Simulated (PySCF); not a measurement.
Computed IR spectrum (relative IR intensity) of a molecule C₄H₆O₂. The structure is a stationary point at PBE-D3(BJ)/def2-SVP. The values are those of a single conformer. Method: PBE-D3(BJ)/def2-SVP (PySCF 2.14.0). No scaling factor is applied to the harmonic values.

ν (cm⁻¹): 56 (vw), 79 (vw), 312 (vw), 453 (vw), 841 (w), 945 (m), 1045 (w), 1050 (m), 1115 (vw), 1147 (w), 1190 (vw), 1258 (vw), 1328 (w), 1799 (vs), 2749 (s), 2928 (s), 2983 (m), 3058 (w) (against the strongest line: vs over 80 %, s over 45 %, m over 15 %, w over 4 %, vw less)

Problem. Identify the compound among the candidates.
A) C=CC(=O)OC
B) O=CC1COC1
C) CC=C1OCO1
D) OC[C@H]1C=CO1

Solution. B, O=CC1COC1
